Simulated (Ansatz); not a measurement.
BrH₄InOSSi, SMILES `[SiH3][O][In]([SH])[Br]`. Total charge 0; spin multiplicity 1. In: def2 effective core potential. The geometry is a stationary point of PBE0-D4/def2-TZVP. It is one conformer, not always the lowest.

```xyz
9

Si    1.543   -0.556   -0.179
O     0.240   -0.647    0.796
In   -1.558    0.156    0.774
S    -2.157    1.615   -0.977
Br   -2.997   -0.483    2.632
H     2.712   -0.014    0.564
H     1.886   -1.899   -0.717
H     1.278    0.351   -1.341
H    -0.947    1.477   -1.552
```

Problem. What is the dipole moment at B3LYP/def2-TZVPP? (Best estimate.)

Solution. Computed: 1.30 D, with components (0.14, 0.69, -1.09) D in this frame, pointing from negative to positive charge.

Problem. And with PBE, r2SCAN, ωB97M-V? (Best estimate.)

Solution. Ansatz gave: PBE 1.20 D, r2SCAN 1.25 D, ωB97M-V 1.26 D.

Problem. Give the Mulliken charges with B3LYP, PBE, r2SCAN in def2-TZVPP. (Estimate.)

Solution. Ansatz gave: 
```json
{"atom": "Si1", "B3LYP": "0.42", "PBE": "0.34", "r2SCAN": "0.45"}
{"atom": "O2", "B3LYP": "-0.53", "PBE": "-0.45", "r2SCAN": "-0.55"}
{"atom": "In3", "B3LYP": "0.88", "PBE": "0.81", "r2SCAN": "0.88"}
{"atom": "S4", "B3LYP": "-0.31", "PBE": "-0.31", "r2SCAN": "-0.32"}
{"atom": "Br5", "B3LYP": "-0.32", "PBE": "-0.30", "r2SCAN": "-0.32"}
{"atom": "H6", "B3LYP": "-0.08", "PBE": "-0.07", "r2SCAN": "-0.09"}
{"atom": "H7", "B3LYP": "-0.08", "PBE": "-0.07", "r2SCAN": "-0.09"}
{"atom": "H8", "B3LYP": "-0.11", "PBE": "-0.09", "r2SCAN": "-0.11"}
{"atom": "H9", "B3LYP": "0.13", "PBE": "0.14", "r2SCAN": "0.14"}
```

B3LYP here is the variant with VWN-RPA as its local correlation; programs differ in this.
